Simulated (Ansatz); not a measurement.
Total energies of Be2S2⁻ (the lowest doublet isomer of a short search) from Ansatz at r2SCAN-D4/def2-TZVPD, gas phase (1 Eh = 27.2114 eV = 2625.5 kJ/mol). The reference geometry is relaxed at PBE0-D4/def2-TZVPD.

```xyz
4

Be    0.306   -0.328    0.924
Be   -0.306    0.328   -0.924
S     0.214    1.567    0.486
S    -0.214   -1.568   -0.486
```

```json
{"state": "charge -1 doublet", "geometry": "reference", "energy (Eh)": "-826.01553"}
{"state": "charge 0 singlet", "geometry": "reference", "energy (Eh)": "-825.95415"}
{"state": "charge -1 quartet", "geometry": "relaxed at PBE0-D4/def2-TZVPD", "energy (Eh)": "-825.91436"}
```

Q: Work out the vertical ionisation energy to the singlet.

A: E(charge 0 singlet) − E(charge -1 doublet) = -825.95415 − (-826.01553) = 0.06138 Eh = 1.67 eV. For comparison, −ε of the highest occupied level of the spin that leaves is -0.40 eV at this level, 2.07 eV less.

Q: Which of the charge -1 states is lowest, and how far above it are the others?

A: The doublet. quartet: -825.91436 − (-826.01553) = 0.10117 Eh = 265.6 kJ/mol.

At r2SCAN-D4/def2-TZVPD the highest occupied level of the charge -1 doublet lies above zero (up to 0.40 eV). By energy differences its removal costs 1.67 eV (vertical, to the charge 0 singlet, at r2SCAN-D4/def2-TZVPD); a positive level beside a positive removal energy at the same level points to self-interaction error. At r2SCAN-D4/def2-TZVPD the highest occupied level of the charge -1 quartet lies above zero (up to 0.75 eV). It is a level of α spin, whose loss leaves a triplet; that state wasn't run at this geometry and level. The electron is either unbound and held by the finite basis, or the level is raised by self-interaction error. 

The structure comes from a short search, and lower isomers may exist.
